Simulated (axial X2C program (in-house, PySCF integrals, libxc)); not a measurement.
## Bond lengths and stretching modes, held linear, of TaCO⁺

Calculated with an in-house all-electron X2C program for linear molecules (integrals from PySCF): two-component X2C with atomic mean-field Coulomb and Gaunt terms, Gaussian nuclei, basis Ta dyall-v3z, C dyall-v3z, O dyall-av3z with contracted cores. Spin-free rows use the one-electron spin-free X2C Hamiltonian.

Masses Ta 180.948, C 12.000, O 15.995 u. States: 2c Ω = 4 (beyond evenly filled blocks: ω = 3/2, ω = 5/2); spin-free M_S = 2, Λ = 2 (beyond evenly filled blocks: σα, π+α, π-α, δ+α).

BHandHLYP, 2c: energies above the lowest point

```json
{"r(Ta–C) (Å)": "1.9948", "r(C–O) (Å)": "1.1017", "E (meV)": "76.06"}
{"r(Ta–C) (Å)": "1.9948", "r(C–O) (Å)": "1.1300", "E (meV)": "67.80"}
{"r(Ta–C) (Å)": "1.9948", "r(C–O) (Å)": "1.1582", "E (meV)": "153.11"}
{"r(Ta–C) (Å)": "2.0460", "r(C–O) (Å)": "1.1017", "E (meV)": "18.83"}
{"r(Ta–C) (Å)": "2.0460", "r(C–O) (Å)": "1.1300", "E (meV)": "20.95"}
{"r(Ta–C) (Å)": "2.0460", "r(C–O) (Å)": "1.1582", "E (meV)": "116.85"}
{"r(Ta–C) (Å)": "2.0460", "r(C–O) (Å)": "1.1865", "E (meV)": "289.36"}
{"r(Ta–C) (Å)": "2.0971", "r(C–O) (Å)": "1.1017", "E (meV)": "0.00"}
{"r(Ta–C) (Å)": "2.0971", "r(C–O) (Å)": "1.1300", "E (meV)": "11.26"}
{"r(Ta–C) (Å)": "2.0971", "r(C–O) (Å)": "1.1582", "E (meV)": "116.48"}
{"r(Ta–C) (Å)": "2.1483", "r(C–O) (Å)": "1.1300", "E (meV)": "29.39"}
{"r(Ta–C) (Å)": "2.1483", "r(C–O) (Å)": "1.1865", "E (meV)": "333.37"}
```

Task: Fit a quadratic surface with cubic terms in each bond: where is the minimum, and what are the two stretching wavenumbers?

Result: At BHandHLYP, 2c: bonds 2.098 and 1.113 Å; harmonic stretches 340.8 and 2239.8 cm⁻¹; force constants 1.66, 20.9 and coupling 1.04 mdyn/Å.

The other levels and Hamiltonians give:

```tsv
Hamiltonian	level	r(Ta–C) (Å)	r(C–O) (Å)	lower stretch (cm⁻¹)	upper stretch (cm⁻¹)
2c	PBE0	2.049	1.129	399.4	2162.7
spin-free	PBE0	2.050	1.129	400.9	2160.5
spin-free	BHandHLYP	2.096	1.113	346.5	2236.6
```

Each state is one determinant, the lowest of a limited PBE0 search; the stretches come from a fit to these few points and carry an uncertainty of a few per cent. Other orders of the atoms were not compared. Left out for rough or failed fits: HF 2c, MP2 2c, HF spin-free, MP2 spin-free. The molecule was held linear; bending was not examined, so a bent shape may lie lower. Open-shell Ω = 0 determinants with evenly filled partner blocks cannot be reached by this program, so the Ω shown need not be the lowest component. Note: functional without a current term on a determinant with orbital currents, of the molecule or an atom. Note: several unpaired electrons, one determinant need not be a pure state.
